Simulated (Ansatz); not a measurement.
Input for Ansatz (an electronic-structure program): U-CCSD(T)/def2-TZVPP on H4SeSi (SMILES [SiH3][SeH]), a point of a bond scan (R = 1.619 Å). The run froze 19 orbitals, filled d shells among them.

Ansatz 0.2 input:
```yaml
crystal:
  periodic: [false, false, false]
  atoms:
    - {symbol: Si, position_ang: [-1.41089708, -0.55973432, 0.05076610]}
    - {symbol: Se, position_ang: [0.70615001, 0.32303231, -0.02768899]}
    - {symbol: H, position_ang: [-1.63370995, -1.31771293, 1.30126411]}
    - {symbol: H, position_ang: [-2.30799106, 0.61377758, 0.00171144]}
    - {symbol: H, position_ang: [-1.66952665, -1.44568471, -1.10514268]}
    - {symbol: H, position_ang: [1.41954014, -1.12922113, 0.03892326]}
basis:
  gaussian:
    orbitals: def2-TZVPP
correlation: {method: ccsd_t, electrons: outside_noble_gas}
scf: {omitted_lower_state_checks: [cluster_reference]}
magnetization: {spin_polarized: true, initial_magnetization: 0}
```

Program output:

```
WARN ansatz: RAYON_NUM_THREADS=1 ignored (pool sized by the plan → 1); use --threads N
Functional definition: HF
these checks for a lower state are left out or cut short: cluster_reference
integrals: 0.53 GiB planned
867 factors; integrals over basis functions are off by at most 1.0e-3 eV
mean field: 0.57 GiB planned
mean field evaluation 1: about -73228.3723 eV, gradient 9.2e0 eV
mean field evaluation 2: about -73228.3756 eV, gradient 9.2e0 eV
mean field evaluation 4: about -73229.3015 eV, gradient 1.5e0 eV
mean field evaluation 8: about -73229.3178 eV, gradient 9.7e-2 eV
mean field -73229.31793130 eV, -2691.1277973610 hartree, gradient 3.1e-6 eV, S^2 0.000000; 0 other end points of the search recorded, 0 dependent functions left out
19 core orbitals not correlated
reference -73229.31793130 eV, -2691.1277973610 hartree; 7, 7 occupied and 120, 120 virtual orbitals, 867 factors
second order -7.90909484 eV of doubles, -0.00000000 eV of singles
coupled cluster: 1.01 GiB planned
cycle   1  -8.69778537 eV  change   -7.9e-1 eV  update   7.1e-2
cycle   2  -8.99981869 eV  change   -3.0e-1 eV  update   2.3e-2
cycle   3  -9.02955972 eV  change   -3.0e-2 eV  update   7.5e-3
cycle   4  -9.02748847 eV  change    2.1e-3 eV  update   2.4e-3
cycle   5  -9.02673577 eV  change    7.5e-4 eV  update   7.2e-4
cycle   6  -9.02654281 eV  change    1.9e-4 eV  update   2.4e-4
cycle   7  -9.02656326 eV  change   -2.0e-5 eV  update   7.5e-5
cycle   8  -9.02658427 eV  change   -2.1e-5 eV  update   2.8e-5
cycle   9  -9.02658143 eV  change    2.8e-6 eV  update   9.6e-6
perturbative correction -0.33549711 eV, -0.0123292914 hartree
Total energy: -73238.68000985 eV, -2691.4718474015 hartree
Checks for a lower state left out: cluster_reference
```

The calculation finished and met its thresholds.

Cost: about 15 core-seconds (a rough figure).
